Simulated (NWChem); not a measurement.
C2H6BCl; SMILES CCBCl

```xyz
10

B     -0.5082    -0.1579    -0.0918
H     -1.6590    -0.0523    -0.4453
Cl     0.0240    -1.7839     0.3074
C      0.4843     1.0425    -0.0475
C     -0.1389     2.4280     0.0947
H      1.0085     0.9657    -1.0255
H      1.2796     0.8680     0.6969
H     -0.6222     2.5513     1.0765
H     -0.9113     2.6030    -0.6702
H      0.6112     3.2276    -0.0021
```
Atoms are numbered in this order, from 1.

Structure relaxed at the PBE0/def2-SVP level.

Give the principal values of the shielding tensors (ppm) of B1, Cl3, C4, C5 from KT2/pcSseg-1, GIAO (NWChem), with their diamagnetic and paramagnetic parts as GIAO splits them.


```csv
atom,σ11,σ22,σ33,isotropic,diamagnetic,paramagnetic
B1,-37.8,20.4,97.6,26.8,193.7,-166.9
Cl3,303.4,595.9,998.8,632.7,1150.5,-517.9
C4,133.1,157.6,170.2,153.7,252.9,-99.2
C5,161.0,170.8,184.6,172.1,249.5,-77.4
```
